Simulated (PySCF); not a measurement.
Fractional electron number in Re(2+) (rhenium, charge +2)

The 5d alpha orbital of [Xe] 4f14 5d5 is emptied in steps (occupation f), with all orbitals relaxed, ending at [Xe] 4f14 5d4. All numbers are calculated (PySCF 2.14, scalar relativity through the core potential, in aug-cc-pVDZ-PP with ECP60MDF (5s5p4d2f, 54 functions)). The exact energy is a straight line in f; departures are measured from the line between the end points of the same method.

| f | BLYP (eV) |
| --- | --- |
| 1 | 0.000 |
| 0.9 | -0.512 |
| 0.7 | -1.201 |
| 0.5 | -1.435 |
| 0.3 | -1.210 |
| 0.1 | -0.520 |
| 0 | 0.000 |

```csv
method,E(f=0) − E(f=1) (eV),−ε at f=1 (eV),−ε at f=0.5 (eV)
BLYP,28.098,22.420,28.071
```

Orbital energy along the path (eV):

```json
{"f": "1", "BLYP": "-22.420"}
{"f": "0.9", "BLYP": "-23.532"}
{"f": "0.7", "BLYP": "-25.785"}
{"f": "0.5", "BLYP": "-28.071"}
{"f": "0.3", "BLYP": "-30.383"}
{"f": "0.1", "BLYP": "-32.715"}
{"f": "0", "BLYP": "-33.886"}
```

Reference removal energy between the ground levels: 27 ± 1.6 eV (theoretical estimate listed by NIST; NIST Atomic Spectra Database, ionization energies). The calculation has no spin-orbit coupling. The determinant left behind need not be the lowest term of the ion.
